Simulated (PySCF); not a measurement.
Match the calculated data to a structure.

All candidates are C6H6OS.

- Rotational structure: rotational constants A, B, C: 4.293, 1.175, 0.928 GHz [GFN2-xTB]
- Dipole: 3.15 D [PBE0/pcSseg-1]
- NMR, other nuclei: isotropic shieldings of nuclei other than C and H, by class: -301 (1 O), 267 (1 S) ppm [GIAO PBE0/pcSseg-1]
- 1H NMR: chemical shifts (computed TMS as zero) by class: 8.29 (1 H), 7.52 (1 H), 7.15 (1 H), 2.59 (3 H) ppm [GIAO PBE0/pcSseg-1]
- 13C NMR: chemical shifts (computed TMS as zero) by class: 194.1 (1 C), 145.5 (1 C), 143.5 (1 C), 134.4 (1 C), 131.6 (1 C), 31.1 (1 C) ppm [GIAO PBE0/pcSseg-1]

Gas-phase values; electronic properties from PySCF, density fitting. Levels stand in brackets. The structure is a single GFN2-xTB conformer in the gas phase; no vibrational or solvent corrections. NMR classes are plain means over equivalent atoms (diastereotopic ones count apart unless rotation or inversion swaps them), as if these changed places fast.

Task: Which candidate is it?
A. `CC(=O)c1ccsc1`
B. `CC(=S)c1ccco1`
C. `C[C@H]1C(=O)C=CC1=S`

Result: A. It is `CC(=O)c1ccsc1`. Numbering: `[CH3:1][C:2](=[O:3])[c:4]1[cH:5][cH:6][s:7][cH:8]1`. Its formula, C6H6OS, gives 4 degrees of unsaturation: 1 ring and 3 π bonds in the structure found (Kekulé form). 6 carbons fall into 6 classes; from least to most shielded: ketone carbonyl carbon [C2] (194.1 ppm), substituted aromatic carbon [C4] (145.5 ppm), aromatic CH next to a ring sulfur [C8] (143.5 ppm), aromatic CH next to a ring sulfur [C6] (134.4 ppm), aromatic CH carbon [C5] (131.6 ppm), methyl carbon next to a carbonyl [C1] (31.1 ppm). Hydrogen classes from least to most shielded: 1 H on an aromatic CH next to a ring sulfur, C8 (8.29 ppm), 1 H on an aromatic CH carbon, C5 (7.52 ppm), 1 H on an aromatic CH next to a ring sulfur, C6 (7.15 ppm), 3 H on a methyl carbon next to a carbonyl, C1 (2.59 ppm). The other shieldings belong to: -301 ppm, ketone oxygen [O3]; 267 ppm, thiophene-type sulfur [S7]. The optimised geometry has point group Cs and is an asymmetric top.

The others, at the same levels:
- `CC(=S)c1ccco1` fails: its computed 13C shifts are 232.7 (1 C), 165.8 (1 C), 150.9 (1 C), 128.7 (1 C), 121.4 (1 C), 38.2 (1 C) ppm, 1H shifts are 8.08 (1 H), 7.57 (1 H), 6.77 (1 H), 3.16 (3 H) ppm and rotational constant A is 3.800 GHz (against 4.293 GHz).
- `C[C@H]1C(=O)C=CC1=S` fails: its computed 13C shifts are 270.7 (1 C), 215.5 (1 C), 161.0 (1 C), 147.2 (1 C), 58.7 (1 C), 19.6 (1 C) ppm, 1H shifts are 7.52 (1 H), 7.18 (1 H), 2.91 (1 H), 1.38 (3 H) ppm and rotational constant A is 3.381 GHz (against 4.293 GHz).

Each candidate is one conformer, not necessarily the lowest. Dipoles, sizes and rotational constants follow the conformer. The torsions of the flexible species, by atom-mapped SMILES:
- `[CH3:1][C:2](=[O:3])[c:4]1[cH:5][cH:6][s:7][cH:8]1`: C1–C2–C4–C5 0°
- `[CH3:1][C:2](=[S:3])[c:4]1[cH:5][cH:6][cH:7][o:8]1`: C1–C2–C4–C5 180°
